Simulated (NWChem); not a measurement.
System: C₂H₃BClF; SMILES C(B(F)Cl)=C

```xyz
8

B     -0.5101     0.1679     0.0000
F     -1.6544     0.8274     0.0000
Cl     0.9648     1.1340     0.0000
C     -0.4961    -1.3784     0.0000
C      0.6285    -2.1082     0.0000
H     -1.4630    -1.8967     0.0000
H      0.6152    -3.2030     0.0000
H      1.6125    -1.6271     0.0000
```
Atoms are numbered in this order, from 1.

Results from NWChem. Pople sets run with spherical d functions. Geometry: optimised at PBE0/def2-SVP. Level: PBE0/6-31+G*; the question gives the wavelength of the field.

Q: Predict the results for field 1065 nm. Quantities: isotropic polarisability (bohr³); anisotropy (bohr³).

A: 
```json
{
 "isotropic polarisability (bohr³)": "47.6",
 "anisotropy (bohr³)": "25.7"
}
```
